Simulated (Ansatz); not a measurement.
Reaction R1 → P1 + P2, each structure at its B3LYP-D3(BJ)/def2-TZVP stationary point, reached from a drawn start (curvature not checked).
R1, H4Mo (SMILES [MoH4]) (charge 0, multiplicity 3):
```csv
atom,x (Å),y (Å),z (Å)
Mo,0.0000,0.0000,0.0000
H,0.9840,0.9646,0.9839
H,0.9710,-0.9831,-0.9786
H,-0.9656,0.9904,-0.9766
H,-0.9894,-0.9719,0.9713
```
P1, H3Mo (SMILES [MoH3]) (charge 0, multiplicity 4):
```xyz
4

Mo    -0.00195    -0.00192    -0.45689
H      1.58940    -0.00870     0.14559
H     -0.78568     1.38120     0.14986
H     -0.80177    -1.37058     0.16154
```
P2: H atom, charge 0, multiplicity 2.

```tsv
level	reaction energy (kcal/mol)	cost
HF/def2-TZVPP	32.23	-
BLYP/def2-TZVPP	66.50	×1
revPBE/def2-TZVPP	62.26	×1
B97M-V/def2-TZVPP	63.98	×3
PBE0/def2-TZVPP	59.85	×1
BHLYP/def2-TZVPP	59.59	×1
wB97X-V/def2-TZVPP	64.23	×3
B2PLYP/def2-TZVPP	62.15	×2
MP2/def2-TZVPP	55.93	-
MP2/def2-QZVPP	57.22	-
SCS-MP2/def2-SVP	57.09	-
CCSD/def2-SVP	55.20	-
CCSD/def2-TZVPP	58.36	-
CCSD(T)/def2-QZVPP	60.86	×40
```

P less R. No zero-point or thermal terms; open shells are unrestricted; no spin–orbit coupling. The spin states of the d-block species are the ones drawn and need not be the lowest.

Correlated levels freeze the cores.

Programs: Ansatz (an electronic-structure program) with Gaussian orbitals. No computed number here is a measurement. Elements past Kr take the def2 small-core potentials, without spin–orbit coupling.

Costs are rough ratios of core time to PBE/def2-TZVPP (about 5 s over the structures, on one shared machine); a dash marks a level with no comparable run of its own.
